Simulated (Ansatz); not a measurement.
Ideal-gas functions of `[F][K]` at 800 K and 1 bar, from an Ansatz frequency run at PBE0-D4/def2-TZVP.

Molar mass 58.1 g/mol, point group C∞v (symmetry number 1), electronic degeneracy 1, moments of inertia 61.231 u Å². Harmonic wavenumbers (cm⁻¹, unscaled): 427.

Use S(trans) = R[1.5 ln M + 2.5 ln T − 1.1517]; rotational temperatures θ = 24.2544 K / I; S(rot) = R[ln(T/σθ) + 1]; for each mode x = 1.438777 ν̃/T, S = R[x/(eˣ − 1) − ln(1 − e⁻ˣ)] and H = RT x/(eˣ − 1); 1 cm⁻¹ = 0.0119627 kJ/mol; R = 8.31446 J/(mol·K).

**Question.** By hand: the entropy, in J/(mol·K).

**Answer.** Translation 180.0. Rotation: θ = 0.3961 K, giving 71.6. Vibration, mode by mode: 10.71, in all 10.7. Electronic 0.0. Sum 262.3 J/(mol·K).

**Question.** By hand: H − E and G − E in kJ/mol, counted from the electronic energy.

**Answer.** Zero-point energy ½ × 427 × 0.0119627 = 2.6; thermal vibration 4.4; translation, rotation and pV give 3.5 RT = 23.3. H − E = 30.3 kJ/mol, and G − E = 30.3 − 800 × 262.3/1000 = -179.5 kJ/mol.

Vibration gives 4 % of the entropy.
